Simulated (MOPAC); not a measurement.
Input for MOPAC: PM7 on CdO, 2S+1 = 3, a spin state set in the input, which need not be the lowest, a point of a bond scan (R = 2.101 Å).

```
PM7 1SCF PRECISE CHARGE=0 UHF MS=1 THREADS=1
CdO

Cd     0.00000000 1     0.00000000 1     0.00000000 1
O      0.00000000 1     0.00000000 1     2.10062300 1
```

Program output:

```
*******************************************************************************
 **                                                                           **
 **                              MOPAC v23.2.5                                **
 **                                                                           **
 *******************************************************************************
 ** MOPAC's Digital Object Identifier: https://doi.org/10.5281/zenodo.6511958 **
 **                                                                           **
 ** Please cite the open-source release paper for use of this MOPAC version:  **
 ** J. E. Moussa and J. J. P. Stewart (2026)                                  **
 ** MOPAC: An open-source semiempirical molecular orbital program             **
 ** J. Open Source Softw., 11(119), 8025, https://doi.org/10.21105/joss.08025 **
 *******************************************************************************

                              PM7 CALCULATION RESULTS

 *******************************************************************************
 *  PM7        - The PM7 Hamiltonian to be used
 *  UHF        - UNRESTRICTED HARTREE-FOCK CALCULATION
 *
 *
 *
 *                 CHARGE ON SYSTEM = 0
 *
 *
 *
 *  MS=        - IN MECI, MAGNETIC COMPONENT OF SPIN =  1.0
 *  PRECISE    - TIGHTER CRITERIA TO BE USED
 *  1SCF       - DO 1 SCF AND THEN STOP
 *  THREADS=1  - MULTI-THREADING NOT USED
 *  T=         - A TIME OF 172800.0 SECONDS REQUESTED
 *  DUMP=N     - RESTART FILE WRITTEN EVERY 7200.0 SECONDS REQUESTED
 *******************************************************************************
PM7 1SCF PRECISE CHARGE=0 UHF MS=1 THREADS=1
 CdO

   ATOM   CHEMICAL          X               Y               Z
  NUMBER   SYMBOL      (ANGSTROMS)     (ANGSTROMS)     (ANGSTROMS)

     1      Cd          0.00000000  *   0.00000000  *   0.00000000  *
     2       O          0.00000000  *   0.00000000  *   2.10062300  *



          CARTESIAN COORDINATES

    NO.       ATOM           X           Y           Z

     1        Cd          0.0000      0.0000      0.0000
     2         O          0.0000      0.0000      2.1006

 General Reference for PM7:
 "Optimization of Parameters for Semiempirical Methods VI: More Modifications to the
 NDDO Approximations and Re-optimization of Parameters", J. J. P. Stewart, J. Mol. Mod., 1:32, 19 (2013)
 https://link.springer.com/article/10.1007/s00894-012-1667-x

           Empirical Formula: O Cd  =     2 atoms



      MOLECULAR POINT GROUP   :   C*v


          UHF CALCULATION, NO. OF ALPHA ELECTRONS =    5
                           NO. OF BETA  ELECTRONS =    3

 -------------------------------------------------------------------------------
 PM7 1SCF PRECISE CHARGE=0 UHF MS=1 THREADS=1
 CdO



     1SCF WAS SPECIFIED, SO BFGS WAS NOT USED
     SCF FIELD WAS ACHIEVED


                              PM7 CALCULATION
                                                       MOPAC v23.2.5 Linux




          FINAL HEAT OF FORMATION =         51.50097 KCAL/MOL =     215.48005 KJ/MOL


          COSMO AREA              =         63.12 SQUARE ANGSTROMS
          COSMO VOLUME            =         43.30 CUBIC ANGSTROMS

          IONIZATION POTENTIAL    =          9.562785 EV
          ALPHA SOMO LUMO (EV)    =        -10.074  2.998
          BETA  SOMO LUMO (EV)    =         -9.563 -1.479
          NO. OF ALPHA ELECTRONS  =          5
          NO. OF BETA  ELECTRONS  =          3
          MOLECULAR WEIGHT        =        128.4094         POINT GROUP:  C*v

          MOLECULAR DIMENSIONS (Angstroms)

            Atom       Atom       Distance
            O     2   Cd     1     2.10062
            O     2   Cd     1     0.00000
           Cd     1    O     2     0.00000


          SCF CALCULATIONS        =          1





   ATOM   CHEMICAL          X               Y               Z
  NUMBER   SYMBOL      (ANGSTROMS)     (ANGSTROMS)     (ANGSTROMS)

     1      Cd          0.00000000  *   0.00000000  *   0.00000000  *
     2       O          0.00000000  *   0.00000000  *   2.10062300  *

                             CARTESIAN COORDINATES

   1   Cd        0.000000000     0.000000000     0.000000000
   2    O        0.000000000     0.000000000     2.100623000


           Empirical Formula: O Cd  =     2 atoms



      MOLECULAR POINT GROUP   :   C*v


          ALPHA EIGENVALUES
 -27.68396 -12.76421 -12.67635 -10.83330 -10.07383   2.99778   3.01321   4.08597


           BETA EIGENVALUES
 -21.44393 -10.64756  -9.56278  -1.47858  -0.33417   3.68252   4.03745   5.23254


              NET ATOMIC CHARGES AND DIPOLE CONTRIBUTIONS

  ATOM NO.   TYPE          CHARGE      No. of ELECS.   s-Pop       p-Pop
    1         Cd           0.358981        1.6410     1.26206     0.37896
    2          O          -0.358981        6.3590     1.95289     4.40610
 DIPOLE           X         Y         Z       TOTAL
 POINT-CHG.     0.000     0.000    -3.622     3.622
 HYBRID         0.000     0.000    -0.166     0.166
 SUM            0.000     0.000    -3.788     3.788


          ATOMIC ORBITAL ELECTRON POPULATIONS

     Atom    s        px        py        pz
    1 Cd   1.26206   0.05446   0.01670   0.30780
    2  O   1.95289   1.94554   0.98330   1.47726


                    (SZ)    =    1.000000
                    (S**2)  =    2.018134


          ATOMIC ORBITAL SPIN POPULATIONS

    Atom   Total    s     px     py     pz
         Atomic
    1 Cd  0.7193  0.683 -0.005  0.017  0.024
    2  O  1.2807  0.011  0.005  0.983  0.282

 **********************
 *                    *
 * JOB ENDED NORMALLY *
 *                    *
 **********************




 == MOPAC DONE ==
```

The run finished.

Cost: about 0.010 core-seconds (a rough figure).
